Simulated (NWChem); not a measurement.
# SbI2, doublet; SMILES [I][Sb][I]

Computed with NWChem. Spin-unrestricted. In the optimisation the excess spin sits in b2 (C2v, its own frame). Coordinates come from a PBE-D3(BJ)/def2-SVP, spin-unrestricted optimisation. This spin state was assumed; another may lie lower. No stability test was run on the SCF state. def2 effective core potentials on Sb, I; no spin-orbit coupling. Total energies compare along this basis series because the functional is fixed.

```csv
level,basis functions,energy (Ha),highest occupied level (eV),"lowest empty minus highest occupied level, either spin (eV)",dipole (D),<S²>,relative time
PBE0/def2-SVP,78,-835.7567,-6.24,2.68,1.94,0.754,1
PBE0/def2-SVPD,102,-835.7603,-6.28,2.68,1.76,0.754,2
PBE0/def2-TZVP,150,-835.7846,-6.24,2.71,1.76,0.755,5
PBE0/def2-TZVPP,150,-835.7846,-6.24,2.71,1.76,0.755,5
```

The last column is a rough cost ratio, cheapest run = 1.
